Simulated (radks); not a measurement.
Results of a calculation; reference values are marked as such.
Ionisation of neutral lanthanum, [Xe] 5d1 6s2, to La+, [Xe] 5d2, under several functionals. Dirac Kohn-Sham, spin-unpolarised, spherical densities, finite nucleus; open shells fill j = l - 1/2 first; a radial shooting solver on a logarithmic mesh with Libxc functionals.

\begin{tabular}{lrrrrrr}
functional & E(La) (hartree) & Exc (hartree) & IE (eV) & -e(HOMO) (eV) & <r> HOMO (bohr) & IE error (eV) \\ \hline
LDA (Slater exchange, VWN5 correlation) & -8490.7405 & -197.4127 & 6.183 & 3.288 & 2.964 & +0.606 \\
PBEsol & -8493.8519 & -200.5554 & 5.938 & 3.185 & 2.968 & +0.361 \\
exchange-only B88 & -8494.9793 & -201.6923 & 5.624 & 2.403 & 3.048 & +0.047 \\
AM05 & -8490.9723 & -197.6472 & 5.862 & 3.138 & 2.962 & +0.285 \\
PBE & -8497.1360 & -203.8791 & 5.919 & 3.172 & 2.969 & +0.343 \\
LDA (Slater exchange, Perdew-Zunger correlation) & -8490.7194 & -197.3913 & 6.192 & 3.291 & 2.965 & +0.616 \\
\end{tabular}

NIST Atomic Spectra Database: 5.577 eV (measured). Closest: exchange-only B88. The Delta-SCF values span 0.57 eV, the total energies 6.42 hartree. The highest occupied level is 5d3/2. Spin polarisation and multiplet splitting are left out, so open shells lie too high by an amount that depends on their filling.

Beside tabulated values, note that spin-unpolarised runs miss the spin-polarisation part of the exchange energy of open shells.
